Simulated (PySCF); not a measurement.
Ru: excitation energy

Ru [Kr] 4d7 5s1 (5F) → Ru [Kr] 4d6 5s1 6s1 (7D), as a difference of total energies. All numbers are calculated (PySCF 2.14, scalar relativity through the core potential, in aug-cc-pVDZ-PP with ECP28MDF (5s5p4d2f, 54 functions)). Correlated levels: valence: 4s2 4p6 frozen. The calculations carry no spin-orbit coupling.

| method | excitation energy (eV) |
| --- | --- |
| UHF | 4.403 |
| MP2 (valence) | 5.672 |
| SCS-MP2 (valence) | 5.868 |
| CCSD (valence) | 5.591 |
| CCSD(T) (valence) | 5.664 |

Question: How much does correlation contribute at CCSD(T) (valence)?

Answer: 5.664 − (4.403) = 1.261 eV, measured against UHF.

The promoted electron is Rydberg-like, and one or two diffuse shells describe it only roughly, which tends to raise the upper state.
